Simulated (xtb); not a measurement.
xtb input (GFN-FF):

```bash
xtb mol.xyz --gfnff --opt tight --chrg 0 --uhf 0
```
mol.xyz:
```
14

C      2.38247503    -0.06325618     0.11311145
C      0.93602872    -0.50222418    -0.09280003
C     -0.01936839     0.67719232    -0.26102769
C     -1.46261568     0.26880646    -0.44748732
F     -1.93307620    -0.39015920     0.69640521
H      2.74240086     0.52420972    -0.73531032
H      2.48089684     0.55544119     1.00826399
H      3.04587595    -0.92195772     0.22859101
H      0.60808331    -1.10714121     0.75547913
H      0.86825986    -1.14628614    -0.97583005
H      0.04889596     1.34168610     0.60592127
H      0.27209849     1.27219549    -1.13418751
H     -2.10897657     1.13467914    -0.60633206
H     -1.57896704    -0.42450423    -1.28502081
```

Output:

```
           -------------------------------------------------
          |                Calculation Setup                |
           -------------------------------------------------

          ==================== Thresholds ====================
          CN  :   150.00000
          rep :   500.00000
          disp:  2500.00000
          HB1 :   250.00000
          HB2 :   450.00000

          Pauling EN used:
          Z : 1  EN :  2.20
          Z : 6  EN :  2.55
          Z : 9  EN :  3.98
          electric field strengths (au): 0.000

           -------------------------------------------------
          |           Force Field Initialization            |
           -------------------------------------------------

          distances ...
          ----------------------------------------
          generating topology and atomic info file ...
          pair mat ...
          computing topology distances matrix with Floyd-Warshall algo ...
          making topology EEQ charges ...
          #fragments for EEQ constrain: 1
          ----------------------------------------
          generating topology and atomic info file ...
          pair mat ...
          computing topology distances matrix with Floyd-Warshall algo ...
          making topology EEQ charges ...
          #fragments for EEQ constrain: 1
          rings ...
          # BATM   90
          # H in HB   0

  atom   neighbors  erfCN metchar sp-hybrid imet pi  qest     coordinates
    1  C       4    3.49   0.00         3    0    0  -0.059    4.502225   -0.119537    0.213750
    2  C       4    3.49   0.00         3    0    0  -0.035    1.768838   -0.949066   -0.175367
    3  C       4    3.49   0.00         3    0    0  -0.037   -0.036601    1.279708   -0.493271
    4  C       4    3.49   0.00         3    0    0   0.070   -2.763943    0.507971   -0.845628
    5  F       1    0.98   0.00         0    0    0  -0.333   -3.652985   -0.737294    1.316015
    6  H       1    0.97   0.00         0    0    0   0.043    5.182387    0.990613   -1.389535
    7  H       1    0.97   0.00         0    0    0   0.043    4.688216    1.049632    1.905343
    8  H       1    0.97   0.00         0    0    0   0.043    5.755871   -1.742248    0.431974
    9  H       1    0.97   0.00         0    0    0   0.042    1.149111   -2.092194    1.427649
   10  H       1    0.97   0.00         0    0    0   0.042    1.640773   -2.166167   -1.844052
   11  H       1    0.97   0.00         0    0    0   0.046    0.092400    2.535419    1.145025
   12  H       1    0.97   0.00         0    0    0   0.046    0.514192    2.404101   -2.143304
   13  H       1    0.97   0.00         0    0    0   0.045   -3.985388    2.144233   -1.145802
   14  H       1    0.97   0.00         0    0    0   0.045   -2.983815   -0.802197   -2.428337

          #atoms :   14
          #bonds :   13
          #angl  :   24
          #tors  :   28
          #nmol  :   1
          #optfrag :   1
[...]
H           -2.13541471385362        1.10487669516797       -0.54471718279885
H           -1.58462747900996       -0.38166051283369       -1.30644333422390

 Bond Distances (Angstroems)
 ---------------------------
C1-C2=1.5201         C1-H6=1.0912         C1-H7=1.0912         C1-H8=1.0919         C2-C1=1.5201         C2-C3=1.5244
C2-H9=1.0980         C2-H10=1.0977        C3-C2=1.5244         C3-C4=1.5220         C3-H11=1.0957        C3-H12=1.0967
C4-C3=1.5220         C4-F5=1.3337         C4-H13=1.0976        C4-H14=1.0969        F5-C4=1.3337         H6-C1=1.0912
H7-C1=1.0912         H8-C1=1.0919         H9-C2=1.0980         H10-C2=1.0977        H11-C3=1.0957        H12-C3=1.0967
H13-C4=1.0976        H14-C4=1.0969
 C  H  Rav=1.0952 sigma=0.0028  Rmin=1.0912  Rmax=1.0980     9
 C  C  Rav=1.5222 sigma=0.0017  Rmin=1.5201  Rmax=1.5244     3
 F  C  Rav=1.3337 sigma=0.0000  Rmin=1.3337  Rmax=1.3337     1

 selected bond angles (degree)
 --------------------
H6-C1-C2=111.19                H7-C1-C2=111.18                H7-C1-H6=107.17                H8-C1-C2=112.05
H8-C1-H6=107.53                H8-C1-H7=107.50                C3-C2-C1=112.95                H9-C2-C1=110.27
H9-C2-C3=108.81                H10-C2-C1=110.28               H10-C2-C3=109.31               H10-C2-H9=104.90
C4-C3-C2=111.58                H11-C3-C2=109.29               H11-C3-C4=109.04               H12-C3-C2=110.13
H12-C3-C4=110.80               H12-C3-H11=105.82              F5-C4-C3=111.97                H13-C4-C3=111.37
H13-C4-F5=108.30               H14-C4-C3=110.47               H14-C4-F5=107.98               H14-C4-H13=106.54

 selected dihedral angles (degree)
 ---------------------------------
C3-C2-C1-H6=300.24            C3-C2-C1-H7= 59.56            C3-C2-C1-H8=179.88            H9-C2-C1-H6=178.25
H9-C2-C1-H7=297.57            H9-C2-C1-H8= 57.89            H10-C2-C1-H6= 62.87           H10-C2-C1-H7=182.19
H10-C2-C1-H8=302.51           C4-C3-C2-C1=182.85            C4-C3-C2-H9=305.66            C4-C3-C2-H10= 59.68
H11-C3-C2-C1=303.53           H11-C3-C2-H9= 66.33           H11-C3-C2-H10=180.36          H12-C3-C2-C1= 59.37
H12-C3-C2-H9=182.18           H12-C3-C2-H10=296.20          F5-C4-C3-C2= 58.08            F5-C4-C3-H11=297.26
F5-C4-C3-H12=181.18           H13-C4-C3-C2=179.50           H13-C4-C3-H11= 58.68          H13-C4-C3-H12=302.61
H14-C4-C3-C2=297.70           H14-C4-C3-H11=176.88          H14-C4-C3-H12= 60.80
           -------------------------------------------------
          |                Final Singlepoint                |
           -------------------------------------------------
         :::::::::::::::::::::::::::::::::::::::::::::::::::::
         ::                     SUMMARY                     ::
         :::::::::::::::::::::::::::::::::::::::::::::::::::::
         :: total energy              -1.957350155199 Eh    ::
         :: gradient norm              0.000197170517 Eh/a0 ::
         ::.................................................::
         :: bond energy               -2.029240645266 Eh    ::
         :: angle energy               0.001374431230 Eh    ::
         :: torsion energy             0.000052877278 Eh    ::
         :: repulsion energy           0.107484926492 Eh    ::
         :: electrostat energy        -0.030090600629 Eh    ::
         :: dispersion energy         -0.005719357700 Eh    ::
         :: HB energy                  0.000000000000 Eh    ::
         :: XB energy                  0.000000000000 Eh    ::
         :: bonded atm energy         -0.001211786604 Eh    ::
         :: external energy            0.000000000000 Eh    ::
         :: add. restraining           0.000000000000 Eh    ::
         :: total charge              -0.000000000000 e     ::
         :::::::::::::::::::::::::::::::::::::::::::::::::::::

           -------------------------------------------------
          |                Property Printout                |
           -------------------------------------------------

molecular dipole:
                 x           y           z       tot (Debye)
Note: The following floating-point exceptions are signalling: IEEE_UNDERFLOW_FLAG IEEE_DENORMAL
normal termination of xtb
 q only:        0.999       0.365      -0.553       3.046
           -------------------------------------------------
          |                Geometry Summary                 |
           -------------------------------------------------

      molecular mass/u    :       76.1128135
   center of mass at/Å    :       -0.0944505      -0.0339747       0.0266694
  moments of inertia/u·Å² :        0.3965206E+02   0.2114200E+03   0.2302096E+03
rotational constants/cm⁻¹ :        0.4251389E+00   0.7973527E-01   0.7322733E-01

 * 13 selected distances

     #   Z          #   Z                                           value/Å
     1   6 C        2   6 C                                       1.5201081
     2   6 C        3   6 C                                       1.5243671 (max)
     3   6 C        4   6 C                                       1.5219797
     4   6 C        5   9 F                                       1.3336581
     1   6 C        6   1 H                                       1.0911644 (min)
     1   6 C        7   1 H                                       1.0911662
     1   6 C        8   1 H                                       1.0919116
     2   6 C        9   1 H                                       1.0980449
     2   6 C       10   1 H                                       1.0977245
     3   6 C       11   1 H                                       1.0957406
     3   6 C       12   1 H                                       1.0967439
     4   6 C       13   1 H                                       1.0976089
     4   6 C       14   1 H                                       1.0968662

 * 3 distinct bonds (by element types)

   Z      Z             #   av. dist./Å        max./Å        min./Å
   1 H    6 C           9     1.0952190     1.0980449     1.0911644
   6 C    6 C           3     1.5221517     1.5243671     1.5201081
   6 C    9 F           1     1.3336581     1.3336581     1.3336581

optimized geometry written to: xtbopt.xyz

           -------------------------------------------------
          | TOTAL ENERGY               -1.957350155199 Eh   |
          | GRADIENT NORM               0.000197170517 Eh/α |
           -------------------------------------------------
########################################################################
[WARNING] Runtime exception occurred
-1- gfnff_setup: Could not read topology file.
########################################################################

------------------------------------------------------------------------
------------------------------------------------------------------------
 total:
 SCF:
 ANC optimizer:
```
